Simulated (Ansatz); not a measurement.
Geometry optimisation, UKS r2SCAN/6-31G* (Ansatz).

Input file:

```yaml
crystal:
  periodic: [false, false, false]
  atoms:
    - { symbol: Si, position_ang: [0.187267, -0.982751, -0.674104] }
    - { symbol: O, position_ang: [1.263301, 1.534401, 0.732683] }
    - { symbol: H, position_ang: [-0.416104, -1.947855, -1.631133] }
    - { symbol: H, position_ang: [1.1497, -1.705965, 0.215908] }
    - { symbol: O, position_ang: [0.936956, 0.163381, -1.60654] }
    - { symbol: H, position_ang: [0.613658, 0.960502, 1.168795] }
    - { symbol: C, position_ang: [-1.212309, -0.358124, 0.413118] }
    - { symbol: H, position_ang: [0.733111, 2.312278, 0.489686] }
    - { symbol: H, position_ang: [1.397152, 0.791726, -1.009616] }
    - { symbol: H, position_ang: [-1.880032, -1.208746, 0.612212] }
    - { symbol: H, position_ang: [-1.813945, 0.395063, -0.11383] }
    - { symbol: H, position_ang: [-0.958656, 0.046089, 1.402821] }
magnetization:
  spin_polarized: true
basis:
  gaussian: { orbitals: "6-31G*" }
hamiltonian:
  xc: r2scan
relax:
  f_tol: 0.03
  max_steps: 50
```

Run as:

```bash
$ ansatz run input.yaml --threads 2 --pin off --max-ram 3072MiB --backend cpu --events-out ev --progress --plain --runs-dir out
```

Problem. Where does it end, and by what steps?

Solution. The run converged. The force dipped under the threshold on the way, but the program's further checks kept it going. After 26 steps the energy has fallen by 0.162 eV; H6 moved furthest, 1.49 Å.

| step | energy less start (eV) | largest force component (eV/Å) | accepted |
| --- | --- | --- | --- |
| 0 | 0.0000 | 0.358 | yes |
| 1 | -0.0590 | 0.345 | yes |
| 2 | -0.0720 | 0.767 | yes |
| 3 | -0.0934 | 0.685 | yes |
| 4 | -0.1209 | 0.351 | yes |
| 5 | 0.0130 | 1.163 | no |
| 6 | -0.1364 | 0.101 | yes |
| 7 | -0.1414 | 0.132 | yes |
| 8 | -0.1416 | 0.440 | yes |
| 9 | -0.1444 | 0.216 | yes |
| 10 | -0.1196 | 0.313 | no |
| 11 | -0.1505 | 0.032 | yes |
| 12 | -0.1533 | 0.065 | yes |
| 13 | -0.1532 | 0.383 | no |
| 14 | -0.1449 | 0.219 | no |
| 15 | -0.1546 | 0.020 | yes |
| 16 | -0.1561 | 0.105 | yes |
| 17 | -0.1563 | 0.273 | yes |
| 18 | -0.1579 | 0.123 | yes |
| 19 | -0.1589 | 0.019 | yes |
| 20 | -0.1602 | 0.075 | yes |
| 21 | -0.1572 | 0.341 | no |
| 22 | -0.1603 | 0.024 | yes |
| 23 | -0.1610 | 0.066 | yes |
| 24 | -0.1613 | 0.060 | yes |
| 25 | -0.1614 | 0.044 | yes |
| 26 | -0.1615 | 0.010 | yes |

```xyz
12
Properties=species:S:1:pos:R:3
Si 0.074 -0.955 -0.627
O 1.601 1.803 0.651
H -0.134 -2.099 -1.555
H 0.990 -1.408 0.478
O 0.756 0.262 -1.517
H 2.092 1.107 1.114
C -1.566 -0.492 0.166
H 0.849 1.994 1.232
H 1.088 0.984 -0.944
H -1.988 -1.349 0.708
H -2.295 -0.181 -0.592
H -1.465 0.333 0.885
```

Whether the end is a true minimum wasn't checked by a vibrational analysis.

Run time: 2 min on 2 threads of Arm Neoverse V1, on a shared host, peak memory 0.21 GiB.
